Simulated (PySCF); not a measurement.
C₄H₄OSe, SMILES C=C1C([Se]C1)=O.

Geometry optimised at PBE0-D3(BJ)/def2-SVP. The structure was generated by enumeration, and PubChem lists no compound with its InChIKey, so it may never have been made.

Method: PBE0-D3(BJ)/def2-SVP in PySCF 2.14.0.

Frequencies are harmonic and unscaled.

Computed harmonic wavenumbers and intensities:
```csv
mode,ν (cm⁻¹),IR (km/mol),Raman (Å⁴/amu),depolarisation,moving atoms (share of kinetic energy)
1,81,0.1,2.1,0.75,"C 57 %, H 25 %, O 9 %, Se 9 %"
2,267,1.5,4.7,0.72,"O 39 %, C 33 %, H 22 %"
3,327,0.4,3.1,0.75,"C 63 %, H 22 %, O 14 %"
4,336,7.2,4.2,0.23,"O 32 %, C 30 %, Se 28 %, H 9 %"
5,437,5.7,9.1,0.42,"C 59 %, Se 27 %, O 9 %"
6,596,11.6,3.7,0.75,"H 48 %, C 47 %"
7,636,23.2,5.6,0.50,"C 63 %, H 21 %, O 14 %"
8,711,6.5,17.1,0.18,"C 68 %, O 18 %, H 11 %"
9,757,1.9,3.6,0.75,"H 60 %, C 37 %"
10,873,1.8,3.5,0.75,"H 75 %, C 24 %"
11,884,29.1,4.7,0.20,"C 64 %, H 33 %"
12,947,107.7,2.1,0.27,"C 64 %, H 33 %"
13,966,31.2,3.3,0.75,"H 74 %, C 26 %"
14,1077,0.2,1.2,0.75,"H 82 %, C 18 %"
15,1163,11.0,1.4,0.70,"H 73 %, C 27 %"
16,1264,37.3,11.2,0.27,"C 82 %, H 16 %"
17,1396,24.3,30.0,0.54,"H 87 %, C 13 %"
18,1440,0.9,10.7,0.47,"H 90 %, C 10 %"
19,1746,7.4,83.0,0.24,C 93 %
20,1926,465.0,14.9,0.28,"C 63 %, O 37 %"
21,3104,7.3,125.3,0.08,H 95 %
22,3170,0.7,118.2,0.11,H 94 %
23,3176,0.4,75.8,0.75,"H 90 %, C 10 %"
24,3280,0.1,77.1,0.75,"H 89 %, C 11 %"
```
